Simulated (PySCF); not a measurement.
## Molecular orbitals of ZnC

PBE at R = 1.986 Å; basis Zn x2c-SVPall, C x2c-SVPall; spin-free X2C with a Gaussian nucleus; PySCF 2.14. State: ³Σ⁻ (triplet), unpaired electrons π ↑↑. Only the outer orbitals are listed, counted within each symmetry.

| spin | orbital | occ. | ε (eV) | on Zn (%) | main shells (%) |
| --- | --- | --- | --- | --- | --- |
| α | 3π | 1 | -11.73 | 99 | 99 Zn d |
| α | 3π | 1 | -11.73 | 99 | 99 Zn d |
| α | 1δ | 1 | -11.61 | 100 | 100 Zn d |
| α | 1δ | 1 | -11.61 | 100 | 100 Zn d |
| α | 8σ | 1 | -11.36 | 83 | 80 Zn d, 16 C s |
| α | 9σ | 1 | -6.86 | 60 | 60 Zn s, 31 C p, 10 C s |
| α | 4π | 1 | -5.03 | 10 | 90 C p |
| α | 4π | 1 | -5.03 | 10 | 90 C p |
| α | 10σ | 0 | -3.84 | 58 | 42 C p, 35 Zn s, 22 Zn p |
| α | 5π | 0 | 0.50 | 93 | 91 Zn p |
| α | 5π | 0 | 0.50 | 93 | 91 Zn p |
| β | 3π | 1 | -11.68 | 100 | 100 Zn d |
| β | 3π | 1 | -11.68 | 100 | 100 Zn d |
| β | 1δ | 1 | -11.60 | 100 | 100 Zn d |
| β | 1δ | 1 | -11.60 | 100 | 100 Zn d |
| β | 8σ | 1 | -10.56 | 59 | 41 C s, 40 Zn d, 14 Zn s |
| β | 9σ | 1 | -6.21 | 69 | 67 Zn s, 18 C s, 14 C p |
| β | 10σ | 0 | -3.27 | 43 | 56 C p, 25 Zn p, 17 Zn s |
| β | 4π | 0 | -2.51 | 26 | 74 C p, 24 Zn p |
| β | 4π | 0 | -2.51 | 26 | 74 C p, 24 Zn p |

Question: Which are the highest filled and the lowest empty level, where do they sit, and how wide is the gap?

Answer: Highest filled α 4π at -5.03 eV (in %: 90 C p); lowest empty α 10σ at -3.84 eV (in %: 42 C p, 35 Zn s, 22 Zn p); the gap at PBE is 1.19 eV.

```
bond order (Mayer)                              : 1.28
⟨S²⟩                                            : 2.062
charge on Zn (Mulliken, basis-dependent)        : 0.09
charge on Zn (Löwdin, basis-dependent)          : 0.16
dipole moment (positive dipole means Zn(−)C(+)) : -2.82 D
polarisability along the bond                   : 63.5 bohr³
polarisability across the bond                  : 26.4 bohr³
```

The state is the lowest determinant that a PBE0 search found; another state may lie lower at other levels.
